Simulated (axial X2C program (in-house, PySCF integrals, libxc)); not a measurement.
Spin–orbit effects down a group: molecules with O (ions), PBE0

Calculated with an axial X2C code built on PySCF integrals, spin-free (one-electron X2C) or two-component (2c: spin–orbit coupling with atomic mean-field Coulomb and Gaunt terms, which also bring small scalar terms), in Dyall basis sets with cores contracted in-house; open shells are unrestricted.

Basis sets: Nb dyall-cv3z, O dyall-av3z, Ta dyall-cv3z, V dyall-cv3z.

| molecule | spin-free state | Re (Å) | ωe (cm⁻¹) | De (eV) | 2c state | Re 2c (Å) | ωe 2c (cm⁻¹) | De 2c (eV) |
| --- | --- | --- | --- | --- | --- | --- | --- | --- |
| VO⁺ | M_S = 1, Λ = 0 | 1.525 | 1162.7 | 5.56 | Ω = 1 | 1.525 | 1162.6 | n/a |
| NbO⁺ | M_S = 1, Λ = 0 | 1.632 | 1103.5 | 7.03 | Ω = 1 | 1.632 | 1103.7 | n/a |
| TaO⁺ | M_S = 1, Λ = 2 | 1.653 | 1114.7 | 7.37 | Ω = 1 | 1.653 | 1112.2 | n/a |

**Question.** Work out the shifts from the spin-free to the two-component result.

**Answer.** 

```csv
molecule,2c state,ΔRe (Å),Δωe (cm⁻¹),ΔDe (eV)
VO⁺,Ω = 1,0.000,-0.1,n/a
NbO⁺,Ω = 1,0.000,0.2,n/a
TaO⁺,Ω = 1,0.000,-2.5,n/a
```

Shifts of one unit in the last digit are rounding.

Fragments in 2c: V+ + O, Nb+ + O, Ta+ + O. Each entry is the lowest single determinant of a limited PBE0 search at one distance. De goes to single-determinant-based atoms at the same level (for ions the charge split of lowest energy) and is withheld (n/a) where an atom does not fit its ground term or J level. Main or longest-lived isotopes. One determinant is a doubtful description, or other states lie close, for VO⁺, NbO⁺, TaO⁺; these need not be ground states, and all values refer to the states named. Some open-shell Ω = 0 determinants are out of reach, so the Ω given for VO⁺, NbO⁺ need not be the lowest component. With several unpaired electrons the Ω given is that of one determinant, not necessarily of the lowest component. The functionals have no current term, which raises determinants with orbital currents.
